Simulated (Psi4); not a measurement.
CS2, triplet, at a GFN2-xTB geometry (a higher spin typed on purpose: for a closed-shell molecule this is an excited state). Base run: TPSS/3-21G in Psi4 1.11.

Here is a job for Psi4.
```
memory 2 GB

molecule mol {
0 3
  S    -1.458793    0.087197    0.139066
  C    -0.017193   -0.124188   -0.584844
  S     1.465240   -0.040627    0.080250
}

set basis 3-21g
set reference uks

energy('tpss')
print_variables()
```

The base run was repeated with changes; each row names its change, and settings that it needs were set with it.

```csv
change,basis functions,E (Eh),dipole (D),core-seconds (rough)
base,35,-830.26689,0.63,9
basis = 6-31G,35,-834.34517,0.48,7
basis = def2-SV(P),50,-834.17349,0.58,9
basis = cc-pVDZ,50,-834.45801,0.53,9
basis = 6-31G**,53,-834.41442,0.44,8
basis = 6-311G**,70,-834.47522,0.57,10
basis = def2-SVPD,74,-834.18329,0.36,10
basis = aug-cc-pVDZ,77,-834.46385,0.37,20
basis = pcseg-2,98,-834.50316,0.52,10
basis = def2-TZVP,105,-834.49260,0.47,20
basis = cc-pVQZ,173,-834.50972,0.43,40
basis = def2-QZVPP,197,-834.51837,0.43,40
basis = def2-QZVP,197,-834.51837,0.43,30
```

Totals compare only among sets that treat the same electrons; sets with core potentials leave the core out.

Open shells are given as the SCF converged; they aren't shown to be the lowest states, and a large step between rows can be another state.
